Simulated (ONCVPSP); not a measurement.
**Configuration tests for Zn (ONCV)**

| Item | Value |
| --- | --- |
| Element | zinc |
| Generator | ONCVPSP 4.0.1 |
| Type | optimised norm-conserving Vanderbilt (ONCV) |
| Functional | BLYP |
| Relativity | scalar-relativistic |
| Frozen core | [Ne] |
| Valence charge | 20 |
| Reference configuration | 3s2 3p6 3d10 4s2 |
| Partial waves | 3s+4s: rc 1.42 bohr, ncon 4, nbas 7, qcut 7.7 1/bohr, 2 projectors; 3p: rc 0.74 bohr, ncon 4, nbas 8, qcut 12.9 1/bohr, 3 projectors, debl 0.7 Ha; 3d: rc 1.36 bohr, ncon 4, nbas 9, qcut 13.5 1/bohr, 1 projector; f scattering state at 0.19 Ha: rc 1.46 bohr, ncon 3, nbas 6, qcut 7.5 1/bohr, 2 projectors, debl 1 Ha |
| Local potential | polynomial inside 0.52 bohr (lpopt 5, dvloc0 1 Ha) |
| Core correction | Teter function, fcfact 5.75, rcfact 1.4 |

In the p channel the program set the typed energies aside and used -3.058, 0.250, 0.950 Ha.

Energies are relative to the spin-unpolarised reference configuration 3s2 3p6 3d10 4s2; without spin polarisation the order of configurations can differ from experiment.

**Question.** Give the all-electron excitation energy and the error of the potential for: 3s2 3p6 3d10 4s1; 3s2 3p6 3d10 4s0; 3s2 3p6 3d9 4s0; 3s2 3p6 3d9 4s2.

**Answer.**

```tsv
valence configuration	charge	ΔE all-electron (eV)	error AE − PS (meV)
3s2 3p6 3d10 4s1	+1	9.940	+0.1
3s2 3p6 3d10 4s0	+2	28.596	+2.4
3s2 3p6 3d9 4s0	+3	69.141	-28
3s2 3p6 3d9 4s2	+1	17.812	+13
```

Levels in the configuration 3s2 3p6 3d10 4s0:

```tsv
level	all-electron (eV)	pseudo (eV)
3s	-149.956	-149.998
3p	-104.237	-104.246
3d	-30.888	-30.914
```

Note: ghosts flagged at negative energy: p at -15856.5 eV; GHOST(+) flagged for f at 70.6 eV, s at 197.7 eV. A true bound ghost makes a file unfit for plane-wave use.
